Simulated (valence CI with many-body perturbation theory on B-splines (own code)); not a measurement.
Dy⁴⁴⁺ in brief

Method: configuration interaction combined with many-body perturbation theory (CI+MBPT): four valence electrons over a frozen Dirac-Fock core [Ar], a basis of 9 s, 9 p, 10 d, 8 f, 5 g, 3 h, 1 i functions for each j, with the one-electron correlation potential Σ1 (screened to all orders), the two-electron term Σ2, the three-electron term Σ3, Breit, model QED; selected single and double excitations, second order for the rest (own B-spline code, finite nucleus).

No measured spectrum was set against this ion. As an estimate, large intervals hold to a few tenths of a per cent, small ones and those within an open d or f shell to about a per cent. The list stops below the first excitations out of the core. Only levels of the ground parity were solved; by the run's estimate the other parity begins above the list, which can be wrong where configurations are misplaced.

Levels are named by their leading jj configuration (3d3/2^4 stands for four electrons in 3d with j = 3/2), which in mixed levels can hold well under half, so a name can repeat and another be missing.

Rates and lifetimes use the calculated energies. Strong lines usually hold to 10 to 20 %, long lifetimes can be off by a factor of two.

(1) What is the ground level?

(2) How well does LS coupling describe the low levels?

(3) What is the ionisation energy?

(4) Name the longest-lived excited levels whose lifetime is computed, and their main decay.

Results:

(1) (3d3/2^4) J=0, composition 59 % 3d4 3P + 29 % 3d4 5D + 13 % 3d4 1S.

(2) Among the lowest 20 levels the leading LS term, summed over configurations, holds 47 % on average. For single configurations the figures are 47 % in LS and 94 % in jj coupling. Terms mix most in the J = 3 level at 399890 cm⁻¹, where the leading one holds 29 %.

(3) 3608.2 eV; NIST lists 3607 ± 4 eV (theoretical).

(4) (3d3/2^2 3d5/2^2) J=6 at 702010 cm⁻¹ lives 12.7 ms, mostly by M1 to (3d3/2^2 3d5/2^2) J=5. The lifetime of (3d3/2^3 3d5/2) J=4 is too uncertain to give, and may be longer.
